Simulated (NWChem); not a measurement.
Molecule: BH$_{3}$S; SMILES BS

Results from NWChem. Pople sets run with spherical d functions. Structure relaxed at the PBE0/def2-SVP level.

Isotropic polarisabilities at PBE0/6-31+G*: 32.53 bohr³ (static) and 32.90 bohr³ at ω = 0.0428 Ha (1065 nm).

Q: Fit one effective oscillator, α(ω) = α(0)/(1 − ω²/ω₀²), predict α at ω = 0.0773 Ha (589 nm) and compare with a run.

A: 
1. 1 − α(0)/α(ω) = 0.0112 = (ω/ω₀)², so ω₀ = 0.404 Ha = 11.0 eV.
2. At the second frequency, (ω/ω₀)² = 0.037 and α = 33.8 bohr³.
3. The run gives 33.8 bohr³, a difference of 0.1 %.
